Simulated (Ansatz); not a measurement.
Consider the cleavage of the Si–Al bond: `[F][AlH][SiH2]Cl` + CH₃NH₂ → `CN[SiH2]Cl` + `[F][AlH2]`.

Isolated molecules relaxed with PBE0-D4/def2-TZVP in Ansatz; ΔE leaves out vibrations. CCSD(T)/CBS adds triple-zeta CCSD(T) − MP2 to the extrapolated MP2 energy (def2 sets, frozen cores). This one scheme is used for every species. DFT in def2-TZVPP. Each species was taken in one conformer, which may not be the lowest.

CCSD(T)/CBS gives -16.3 kcal/mol.

Another level gave -15.8 kcal/mol. Which?
A. BLYP-D4/def2-TZVPP
B. ωB97M-V/def2-TZVPP
C. PBE0-D4/def2-TZVPP
D. PBE-D4/def2-TZVPP

A. BLYP-D4 -15.8, ωB97M-V -17.8, PBE0-D4 -13.4, PBE-D4 -12.2 kcal/mol.

Largest T1 diagnostic among the species: 0.012.

From BLYP to BHLYP (50 % exact exchange), in def2-TZVPP and without D4, ΔE moves by −3.0 kcal/mol. The D4 term adds −1.2 kcal/mol with B3LYP and −0.6 kcal/mol with PBE0; it sums over pairs of atoms, weighted by their polarisabilities, and B3LYP, whose exchange is more repulsive, gets the larger term.

B3LYP here is the variant with VWN-RPA as its local correlation; programs differ in this.
